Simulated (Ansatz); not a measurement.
MBr2 with several metals: B3LYP-D4/def2-TZVP single points in Ansatz on relaxed structures, gas phase. HOMO and LUMO are taken over both spins. Binding counts from free atoms in the multiplicity of their measured ground term, without zero-point energy. Singlets are spin-restricted. The structures are stationary points that may keep the symmetry of their start. Remarks come from the PBE and PBE0 runs and from stability tests at other levels; not every state was tested. HOMO above LUMO (over both spins in singlets and doublets, within one spin in higher multiplets; at PBE or PBE0), or a gap under 0.15 eV within one spin, warns that the state may not be the lowest or that an electron is smeared out.

| species | atoms | state | geometry | HOMO (eV) | LUMO (eV) | gap (eV) | binding per atom (eV) | point group (within 0.1 Å) | remarks |
| --- | --- | --- | --- | --- | --- | --- | --- | --- | --- |
| FeBr2 | 3 | quintet | PBE-D4/def2-TZVP | -8.02 | -4.26 | 3.76 | 2.42 | D∞h | gap within one spin near zero |
| CoBr2 | 3 | quartet | PBE0-D4/def2-TZVP | -8.33 | -4.49 | 3.84 | 2.29 | D∞h | – |

(1) Estimate the rows for CrBr2 (quintet, PBE-D4/def2-TZVP geometry).

(1) 
```csv
species,atoms,state,geometry,HOMO (eV),LUMO (eV),gap (eV),binding per atom (eV),point group (within 0.1 Å),remarks
CrBr2,3,quintet,PBE-D4/def2-TZVP,-7.28,-4.82,2.45,2.20,D∞h,"near-degenerate levels, gap within one spin near zero, spin-contaminated (⟨S²⟩ up to 6.12)"
```

The gap (eV) runs from 2.45 (CrBr2) to 3.84 (CoBr2).
